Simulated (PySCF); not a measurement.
Mapped SMILES: `[F:1][C:2]1=[CH:3][C:4]([F:5])([F:6])[CH:7]=[CH:8]1`. Each H is labelled by its parent atom.

Geometry: PBE0-D3(BJ)/def2-SVP; GIAO shifts from PySCF 2.14, gas phase, non-relativistic, averaged over equivalent atoms.

At LDA/pcSseg-1 (151 basis functions, 17 s wall time on 1 thread of an Arm Neoverse V1, shared host):
| atoms | δ (ppm) |
| --- | --- |
| F1 | -124.7 |
| F5/F6 | -177.7 |
| C2 | 180.2 |
| C7 | 148.5 |
| C8 | 142.2 |
| C4 | 137.0 |
| C3 | 111.6 |
| H(C7) | 6.28 |
| H(C8) | 6.13 |
| H(C3) | 5.46 |

δ = σ(ref) − σ, references computed at the same level: ¹⁹F (σref 139.25) vs CFCl3; ¹³C (σref 180.72), ¹H (σref 30.83) against TMS.

Predict the values at LC-wPBE/pcSseg-1 on the same geometry.

Answers


| atoms | δ at LC-wPBE/pcSseg-1 | change |
| --- | --- | --- |
| F1 | -94.6 | +30.1 |
| F5/F6 | -129.1 | +48.6 |
| C2 | 179.4 | -0.8 |
| C7 | 149.9 | +1.4 |
| C8 | 142.5 | +0.3 |
| C4 | 128.2 | -8.8 |
| C3 | 113.1 | +1.5 |
| H(C7) | 6.53 | +0.25 |
| H(C8) | 6.27 | +0.14 |
| H(C3) | 5.69 | +0.23 |

Chemical shifts δ = σref − σ; ¹⁹F (σ = 205.86 ppm) vs CFCl3; ¹³C (σ = 188.56 ppm) and ¹H (σ = 31.33 ppm) against TMS, all at this level.

The largest change is at F5/F6 (fluorine of a CF2 group). Cost: 151 basis functions, 26 s wall time on 1 thread of an Arm Neoverse V1, shared host. The order of the carbon signals is the same at both levels.

Unscaled 19F shifts against computed CFCl3 carry errors that often reach 10 to 50 ppm.
